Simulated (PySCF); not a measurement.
This PySCF input asks for the NMR shieldings of SMILES C#CB[SiH2][C@@H]1C[C@@H]1C=C, C₇H₁₁BSi; the geometry comes from GFN2-xTB.

```python
import basis_set_exchange as bse
import numpy as np
from pyscf import gto, dft
from pyscf.prop import nmr

atoms = """
C     1.688109    1.956039   -2.621289
C     1.919211    1.354440   -1.598646
B     2.193437    0.598038   -0.343252
Si    1.479246   -1.212249   -0.074295
C     0.065365   -1.145634    1.194864
C    -1.255329   -1.795736    0.932354
C    -1.167271   -0.295030    0.968737
C    -1.319399    0.474005   -0.270995
C    -1.846919    1.685755   -0.336788
H     1.486656    2.481336   -3.510370
H     2.841884    1.129580    0.478185
H     0.953826   -1.901917   -1.270814
H     2.439449   -2.178779    0.500426
H     0.394249   -1.175029    2.228537
H    -1.408365   -2.263809   -0.028643
H    -1.767078   -2.295333    1.742456
H    -1.584944    0.196284    1.842088
H    -0.968435   -0.013690   -1.171172
H    -1.938920    2.218192   -1.267396
H    -2.209918    2.194213    0.541772
"""
names = dict.fromkeys(["C", "B", "Si", "H"], "pcSseg-1")
basis = {el: gto.basis.parse(bse.get_basis(n, elements=[el], fmt="nwchem")) for el, n in names.items()}
mol = gto.M(atom=atoms, basis=basis, charge=0, verbose=0)
mf = dft.RKS(mol, xc="PBE0")
mf.grids.level = 2
mf.grids.alignment = dft.numint.BLKSIZE   # the property module wants whole blocks of grid points
mf.conv_tol = 1e-9
mf.kernel()

calc = nmr.RKS(mf)   # GIAO
C = mf.mo_coeff
Co = C[:, mf.mo_occ > 0]
resp = mf.gen_response(singlet=True, hermi=2)
def vind(x):   # induced exchange potential for any number of trial vectors
    d = np.einsum("pi,xij,qj->xpq", C, 2 * x.reshape(-1, C.shape[1], Co.shape[1]), Co, optimize=True)
    return np.einsum("xpq,pi,qj->xij", resp(d - d.transpose(0, 2, 1)), C, Co, optimize=True).ravel()
mo1, _ = nmr.rhf.solve_mo1(calc, with_cphf=vind)
sigma = calc.kernel(mo1)
for i, s in enumerate(sigma):   # ppm
    print("%2d %-2s %9.2f" % (i, mol.atom_pure_symbol(i), np.trace(s) / 3))
```

Task: What are the results?

Result: 
```
 0 C      16.12
 1 C      82.71
 2 B      10.35
 3 Si    408.65
 4 C     182.09
 5 C     168.55
 6 C     162.99
 7 C      34.46
 8 C      65.40
 9 H      24.34
10 H      22.98
11 H      27.99
12 H      27.23
13 H      31.27
14 H      31.28
15 H      30.46
16 H      30.19
17 H      25.98
18 H      26.60
19 H      26.20
```

These numbers come from an equivalent density-fitted implementation of the same equations, which agrees with the script to about 0.01 ppm for H and up to a few tenths of a ppm for heavy atoms, so last digits may differ.

Size and cost of the density-fitted run: 215 basis functions, 49 s wall time on 1 thread of an Arm Neoverse V1, shared host; peak memory 1.1 GiB.
